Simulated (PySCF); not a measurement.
Vibration and rotation of RuH

PBE0 constants of RuH, ⁴Σ⁻ (quartet), unpaired electrons σ ↑, δ ↑↑ (H cc-pVDZ, Ru cc-pVDZ-PP with ECP28; scalar-relativistic core potentials (PySCF 2.14); masses 1.0078 and 101.9043 u):

```
ωe                     : 1982.2 cm⁻¹
ωexe                   : 35.3 cm⁻¹
Be                     : 6.697 cm⁻¹
αe                     : 0.196 cm⁻¹
D (centrifugal)        : 0.000306 cm⁻¹
De to H + Ru (4d7 5s1) : 2.55 eV
```

Question: Give the vibrational terms G(v) and spacings up to v = 6.

Answer: G(v) = ωe(v+½) − ωexe(v+½)².

```tsv
v	G(v) (cm⁻¹)	G(v) − G(v−1)	Bv (cm⁻¹)
0	982		6.599
1	2894	1912	6.403
2	4735	1841	6.207
3	6505	1770	6.011
4	8205	1700	5.815
5	9834	1629	5.619
6	11393	1559	5.423
```

Question: How well does the Morse estimate ωe²/(4ωexe) reproduce De, and what is D0?

Answer: It gives 3.45 eV, 135 % of the computed De. D0 = De − G(0) = 2.55 − 0.12 = 2.43 eV.

The metal atom is held in its measured ground configuration; semilocal functionals can put another filling of s and d lower by some tenths of an eV, and De to that atom would be smaller. Spin–orbit coupling is left out, which matters for elements this heavy, above all for dissociation energies. With d or f electrons several states lie close, and the lowest PBE0 determinant need not be the measured ground state.
